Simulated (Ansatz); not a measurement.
All values below come from Ansatz (a quantum-chemistry and plane-wave program) with frozen-core CCSD(T)/cc-pVTZ // PBE0-D3(BJ)/def2-TZVP.

Ansatz 0.2 input:
```yaml
crystal:
  periodic: [false, false, false]
  atoms:
    - { symbol: F, position_ang: [0.011609, -0.00498, 1.640719] }
    - { symbol: Si, position_ang: [0.000463, -0.000203, 0.065756] }
    - { symbol: Cl, position_ang: [1.903017, -0.131226, -0.582718] }
    - { symbol: Cl, position_ang: [-0.842364, 1.719791, -0.557674] }
    - { symbol: Cl, position_ang: [-1.072727, -1.583381, -0.56608] }
basis:
  gaussian: { orbitals: cc-pVTZ }
correlation:
  method: ccsd_t
```

Output:

```
Functional definition: HF
1011 factors; integrals over basis functions are off by at most 1.1e-3 eV
mean field evaluation 1: about -48086.0109 eV, gradient 3.1e1 eV
mean field evaluation 2: about -48086.3179 eV, gradient 3.2e1 eV
mean field evaluation 4: about -48088.4221 eV, gradient 1.9e0 eV
mean field evaluation 8: about -48088.4585 eV, gradient 2.3e-1 eV
mean field evaluation 16: about -48086.0098 eV, gradient 3.1e1 eV
mean field -48088.45869315 eV, -1767.2182614453 hartree, gradient 3.8e-6 eV, S^2 0.000000; 0 other end points of the search recorded, 0 dependent functions left out
21 core orbitals not correlated
reference -48088.45869315 eV, -1767.2182614453 hartree; 16, 16 occupied and 129, 129 virtual orbitals, 1011 factors
second order -25.03867547 eV of doubles, -0.00000000 eV of singles
cycle   1  -25.65764342 eV  change   -6.2e-1 eV  update   9.3e-2
cycle   2  -26.12839067 eV  change   -4.7e-1 eV  update   2.5e-2
cycle   3  -26.23076536 eV  change   -1.0e-1 eV  update   1.2e-2
cycle   4  -26.21998972 eV  change    1.1e-2 eV  update   2.5e-3
cycle   5  -26.21805885 eV  change    1.9e-3 eV  update   9.8e-4
cycle   6  -26.21829472 eV  change   -2.4e-4 eV  update   2.8e-4
cycle   7  -26.21808621 eV  change    2.1e-4 eV  update   8.1e-5
cycle   8  -26.21808657 eV  change   -3.7e-7 eV  update   1.9e-5
perturbative correction -1.02912959 eV, -0.0378198150 hartree
Total energy: -48115.70590932 eV, -1768.2195781706 hartree
```

Cost: about 40 core-seconds (a rough figure).
